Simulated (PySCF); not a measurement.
**Steps of a relaxation of [Tl(NC)]2+**

[Tl(NC)]2+ (singlet). PySCF 2.14.0, RKS PBE, Tl def2-SVP with ECP60, N def2-SVP, C def2-SVP; non-relativistic Hamiltonian with scalar-relativistic core potentials where named; density fitting; no spin-orbit coupling. Origin of the start: template. Columns: position (Å) and force (eV/Å). Energies are counted from the last step; some of the 6 steps are shown. Forces carry noise of the integration grid, about 0.01 to 0.03 eV/Å.

Run from Python with OMP_NUM_THREADS=2. Where DIIS fails, smearing, a level shift and second-order steps follow.
It took 4.2 s on 2 threads of Arm Neoverse V2, on a shared host, from the converged density of the start.

```xyz
3
step 0  E = 0.134 eV
Tl    0.0000    0.0000   -0.3011     0.00    0.00   -1.37
N     0.0000    0.0000    1.8286     0.00    0.00   -0.21
C     0.0000    0.0000    3.0086     0.00    0.00    1.58
```

```xyz
3
step 2  E = 0.011 eV
Tl    0.0000    0.0000   -0.4055     0.00    0.00   -0.29
N     0.0000    0.0000    1.8741     0.00    0.00    0.45
C     0.0000    0.0000    3.0677     0.00    0.00   -0.16
```

```xyz
3
step 3  E = 0.001 eV
Tl    0.0000    0.0000   -0.4377     0.00    0.00   -0.09
N     0.0000    0.0000    1.8917     0.00    0.00    0.03
C     0.0000    0.0000    3.0822     0.00    0.00    0.06
```

Question: Where does the relaxation end?

Answer: It converges at step 5 in C∞v:
```xyz
3
step 5  E = 0
Tl    0.0000    0.0000   -0.4567
N     0.0000    0.0000    1.9011
C     0.0000    0.0000    3.0918
```

Question: How did the contacts change?

Answer: 
```tsv
contact	start (Å)	end (Å)
Tl1–N2 (NC)	2.130	2.358
```
